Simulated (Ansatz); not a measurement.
`C[Si]N(C)C` + H₂O → `CN(C)[Si]O` + CH₄ at 600 K and 1 bar (formal hydrolysis of the Si–C bond).

Calculated with Ansatz (gas phase, PBE0-D4/def2-TZVP geometries, no zero-point term in ΔE). CCSD(T)/CBS adds triple-zeta CCSD(T) − MP2 to the extrapolated MP2 energy (def2 sets, frozen cores). This one scheme is used for every species. One conformer a species, not always the lowest.

```
     species  CCSD(T)/CBS energy (Eh)  H − E (kJ/mol)  S (J/(mol·K))
`C[Si]N(C)C`               -463.33839           380.8          449.0
         H₂O                -76.37941            76.8          212.8
`CN(C)[Si]O`               -499.30678           316.3          438.5
         CH₄                -40.46206           140.4          215.7
```

H − E and S are ideal-gas, rigid-rotor, harmonic terms from PBE0-D4/def2-TZVP, for one conformer and one mirror image of each species. 1 Eh = 2625.50 kJ/mol, R = 8.31446 J/(mol·K).

Question: By hand: ΔE, ΔH, ΔS and ΔG.

Answer: ΔE = (-499.30678) + (-40.46206) − (-463.33839) − (-76.37941) = -0.05104 Eh = -134.0 kJ/mol. Δ(H − E) = 316.3 + 140.4 − 380.8 − 76.8 = -0.9, so ΔH = -134.9 kJ/mol. ΔS = 438.5 + 215.7 − 449.0 − 212.8 = -7.6 J/(mol·K). ΔG = -134.9 − 600 × (-7.6)/1000 = -130.3 kJ/mol.

Question: By hand: the equilibrium constant, and the temperature at which ΔG would vanish if ΔH and ΔS stayed fixed.

Answer: log₁₀ K = −ΔG/(RT ln 10) = 11.3. ΔG = 0 at ΔH/ΔS = 17750 K, far beyond where these terms or the molecules hold.

The number of gas molecules stays the same, so ΔS is small and ΔH decides. A doubt of 5 kJ/mol in ΔE shifts log₁₀ K by 0.4 here. Other conformers and mirror images would add mixing entropy, several J/(mol·K) or more a flexible species. Modes under 60 cm⁻¹, often nearly free rotors, make the harmonic entropy too high. These are equilibria of isolated gas molecules and say nothing of rates. Largest T1 diagnostic: 0.014 (customary marks: 0.02 for closed shells, 0.045 for open ones).
